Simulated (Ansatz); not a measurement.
Frontier orbitals of Cl₂H₂OSTi, SMILES `[OH][Ti]([SH])([Cl])[Cl]`.

The species carries charge 0 and has multiplicity 1. Correlated methods include outer-core shells of Ti, which these sets cover unevenly. Scalar relativity is left out up to krypton. Geometry: relaxed with PBE0-D4/def2-TZVP. It is one conformer, not always the lowest. Basis def2-TZVPP, Ansatz.

```
             functional  HOMO (eV)  LUMO (eV)  gap (eV)
                    PBE      -6.76      -3.81      2.95
                 r2SCAN      -7.07      -3.78      3.29
                   PBE0      -7.97      -2.91      5.06
                r2SCAN0      -8.17      -2.87      5.30
HSE06 (plane-wave form)      -7.57      -3.29      4.28
                ωB97M-V     -10.07      -0.75      9.32
```

Against PBE, PBE0 changes HOMO and LUMO by −1.20 and +0.90 eV, ωB97M-V by −3.31 and +3.06 eV. A gap of 2.96 eV thus becomes 9.32 eV for the same molecule, so an orbital gap means little without its functional.
